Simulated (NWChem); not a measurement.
Molecule: Si2H4OClF; SMILES O[Si@](F)([SiH3])Cl

```xyz
9

O      1.3445     0.2061    -1.3335
Si     0.3772     0.1014    -0.0102
F      1.2628     0.3267     1.3296
Si    -0.6708    -1.9750     0.0266
Cl    -1.0050     1.6363    -0.0062
H      1.7721     1.0465    -1.5312
H      0.3507    -3.0629     0.0472
H     -1.5261    -2.1013    -1.1896
H     -1.5216    -2.0576     1.2498
```
Atoms are numbered in this order, from 1.

All runs: NWChem. The geometry was optimised at PBE0/def2-SVP. Hybrids' shares of exact exchange are those that their runs print; pure functionals count as 0. The functionals differ in more than this share.

```csv
row,share of exact exchange,highest occupied level (eV)
PBE/def2-TZVP,0.00,-7.56
BLYP/def2-TZVP,0.00,-7.43
B3LYP/def2-TZVP,0.20,-8.60
PBE0/def2-TZVP,0.25,withheld
PW6B95/def2-TZVP,0.28,-8.89
```

Q: Fit a straight line of the last column on the one before it, predict the withheld value, and compare with the run.

A: 
1. Means of the 4 shown rows: x = 0.120, y = -8.120. Slope Σ(x − x̄)(y − ȳ)/Σ(x − x̄)² = -0.3116/0.06080 = -5.125; intercept -7.505.
2. The shown rows scatter about the line by 0.063 (root mean square); the largest residual is +0.08, at BLYP/def2-TZVP.
3. At x = 0.25 (PBE0/def2-TZVP; inside the shown range) the line gives -8.79.
4. The run gives -8.81, -0.02 from the line, 0.3 times the scatter.
